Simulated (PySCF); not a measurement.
C4H11O2 (SMILES C[OH+]CC(C)O), charge +1, singlet, geometry from GFN2-xTB; SVWN5/STO-3G (PySCF).

Input for PySCF:
```python
from pyscf import gto, scf, dft

mol = gto.Mole()
mol.atom = '''
    C     2.36661495   -0.12619185    0.24717262
    O     1.07480002   -0.25199685    0.88042613
    C     0.10937954    0.77036453    0.54592923
    C    -0.75192641    0.19441294   -0.61376919
    C    -2.17918002    0.69870354   -0.57404255
    O    -0.65341053   -1.22418938   -0.47085191
    H     2.28582328   -0.07100439   -0.83805283
    H     2.94889462   -1.00127445    0.53127219
    H     2.85431223    0.76743456    0.63433318
    H     0.53921333   -1.06622632    0.43861294
    H    -0.49794260    0.92202136    1.44290896
    H     0.60261658    1.70361411    0.28107471
    H    -0.29008700    0.43189425   -1.57822099
    H    -2.74978232    0.28220415   -1.40027805
    H    -2.66131296    0.42441196    0.36279328
    H    -2.19491570    1.78067518   -0.66519481
    H    -1.47726349   -1.58799572   -0.11758277
'''
mol.basis = 'sto-3g'
mol.charge = 1
mol.verbose = 4
mol.symmetry = True
mol.build()

mf = dft.RKS(mol)
mf.xc = 'lda,vwn'
mf.kernel()
mf.analyze()
```

Output, abridged:

```
PySCF version 2.14.0

[INPUT] verbose = 4
[INPUT] num. atoms = 17
[INPUT] num. electrons = 50
[INPUT] charge = 1
[INPUT] spin (= nelec alpha-beta = 2S) = 0
[INPUT] symmetry True subgroup None
[INPUT] Mole.unit = angstrom
[INPUT] Symbol           X                Y                Z      unit          X                Y                Z       unit  Magmom
[...]
nuclear repulsion = 278.111394171465
point group symmetry = C1
symmetry origin: [0. 0. 0.]
symmetry axis x: [1. 0. 0.]
symmetry axis y: [0. 1. 0.]
symmetry axis z: [0. 0. 1.]
num. orbitals of irrep A = 41
number of shells = 29
number of NR pGTOs = 123
number of NR cGTOs = 41
basis = sto-3g
ecp = {}

******** <class 'pyscf.dft.rks.RKS'> ********
method = RKS
initial guess = minao
damping factor = 0
level_shift factor = 0
DIIS = <class 'pyscf.scf.diis.CDIIS'>
diis_start_cycle = 1
diis_space = 8
diis_damp = 0
SCF conv_tol = 1e-09
SCF conv_tol_grad = None
SCF max_cycles = 50
direct_scf = True
direct_scf_tol = 1e-13
XC library pyscf.dft.libxc version 7.1.2
    S. Lehtola, C. Steigemann, M. J. T. Oliveira, and M. A. L. Marques,  SoftwareX 7, 1–5 (2018)
XC functionals = lda,vwn
    P. A. M. Dirac,  Math. Proc. Cambridge Philos. Soc. 26, 376 (1930)
    F. Bloch,  Z. Phys. 57, 545 (1929)
    S. H. Vosko, L. Wilk, and M. Nusair,  Can. J. Phys. 58, 1200 (1980)
radial grids:
    Treutler-Ahlrichs [JCP 102, 346 (1995); DOI:10.1063/1.469408] (M4) radial grids

becke partition: Becke, JCP 88, 2547 (1988); DOI:10.1063/1.454033
pruning grids: <function nwchem_prune>
grids dens level: 3
symmetrized grids: True
atomic radii adjust function: <function treutler_atomic_radii_adjust>
small_rho_cutoff = 0
Set gradient conv threshold to 3.16228e-05
Initial guess from minao.
tot grids = 192528
init E= -303.456525856235
[...]
cycle= 1 E= -302.65378045668  delta_E= 0.803  |g|= 0.461  |ddm|= 4.84
[...]
cycle= 2 E= -302.569278387066  delta_E= 0.0845  |g|= 0.739  |ddm|= 1.56
[...]
cycle= 3 E= -302.721125312354  delta_E= -0.152  |g|= 0.0807  |ddm|= 1.01
[...]
cycle= 4 E= -302.722791484184  delta_E= -0.00167  |g|= 0.0347  |ddm|= 0.145
[...]
cycle= 5 E= -302.723112169105  delta_E= -0.000321  |g|= 0.00779  |ddm|= 0.0471
[...]
cycle= 6 E= -302.723129734461  delta_E= -1.76e-05  |g|= 0.00174  |ddm|= 0.0111
[...]
cycle= 7 E= -302.723130664586  delta_E= -9.3e-07  |g|= 0.000242  |ddm|= 0.00243
[...]
cycle= 8 E= -302.7231306838  delta_E= -1.92e-08  |g|= 5.5e-05  |ddm|= 0.000403
[...]
cycle= 9 E= -302.723130684777  delta_E= -9.77e-10  |g|= 8.75e-06  |ddm|= 8.49e-05
[...]
Extra cycle  E= -302.723130684759  delta_E= 1.77e-11  |g|= 1.16e-05  |ddm|= 2.99e-05
converged SCF energy = -302.723130684759
**** SCF Summaries ****
Total Energy =                        -302.723130684758928
Nuclear Repulsion Energy =             278.111394171465406
One-electron Energy =                 -955.894568150054397
Two-electron Energy =                  375.060043293830063
Two-electron Coulomb Energy =          415.098353826855032
DFT Exchange-Correlation Energy =      -40.038310533024998
HOMO-LUMO gap [eV] =                     7.541220732136277
**** MO energy ****
[...]
 ** Mulliken pop on meta-lowdin orthogonal AOs  **
 ** Mulliken pop  **
 ** Mulliken atomic charges  **
charge of    0C =     -0.08064
charge of    1O =      0.05649
charge of    2C =     -0.03387
charge of    3C =      0.03248
charge of    4C =     -0.19483
charge of    5O =     -0.12654
charge of    6H =      0.09995
charge of    7H =      0.11805
charge of    8H =      0.11369
charge of    9H =      0.21827
charge of   10H =      0.10577
charge of   11H =      0.10951
charge of   12H =      0.08810
charge of   13H =      0.09539
charge of   14H =      0.07980
charge of   15H =      0.09901
charge of   16H =      0.21936

WARN: System has nonzero charge 1; the dipole moment is origin-dependent.
Location of origin: [0. 0. 0.]

Dipole moment(X, Y, Z, Debye):  0.98011, -0.25606,  0.68210
```
